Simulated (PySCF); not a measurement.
CsBr, SMILES [Br][Cs].

Coordinates come from a PBE0-D3(BJ)/def2-TZVPD optimisation. The def2 effective core potentials stand for the cores of Cs; spin–orbit coupling is left out.

The numbers are results of PySCF with TDDFT-PBE/def2-TZVPD, not measurements.

Vertical excitations; the highest root listed may be one member of a degenerate set. Isolated molecule, no solvent. State labels are in the subgroup C2v.

Computed lowest excited states:
```
state  symmetry  energy (eV)  λ (nm)      f                                   main pairs
-----  --------  -----------  ------  -----  -------------------------------------------
S1           B1         2.95     421  0.004                 HOMO−1→LUMO (degenerate set)
S2           B2         2.95     421  0.004                   HOMO→LUMO (degenerate set)
S3           A1         3.18     390  0.071                             HOMO−2→LUMO 99 %
S4           A1         4.21     294  0.000  HOMO−1→LUMO+1, HOMO→LUMO+2 (degenerate set)
S5           A2         4.21     294  0.000  HOMO−1→LUMO+2, HOMO→LUMO+1 (degenerate set)
S6           A1         4.22     294  0.009  HOMO→LUMO+2, HOMO−1→LUMO+1 (degenerate set)
S7           A2         4.23     293  0.000         HOMO→LUMO+1 50 %, HOMO−1→LUMO+2 50 %
S8           B1         4.24     293  0.020               HOMO−1→LUMO+3 (degenerate set)
S9           B2         4.24     293  0.020                 HOMO→LUMO+3 (degenerate set)
S10          B1         4.35     285  0.006                           HOMO−2→LUMO+1 99 %
T1           B1         2.92     425      0                 HOMO−1→LUMO (degenerate set)
T2           B2         2.92     425      0                   HOMO→LUMO (degenerate set)
T3           A1         3.02     411      0                            HOMO−2→LUMO 100 %
T4           A1         4.20     295      0         HOMO−1→LUMO+1 49 %, HOMO→LUMO+2 49 %
```
Triplets are in the Tamm–Dancoff approximation, which puts them higher than full response would, so one can lie above its singlet here.
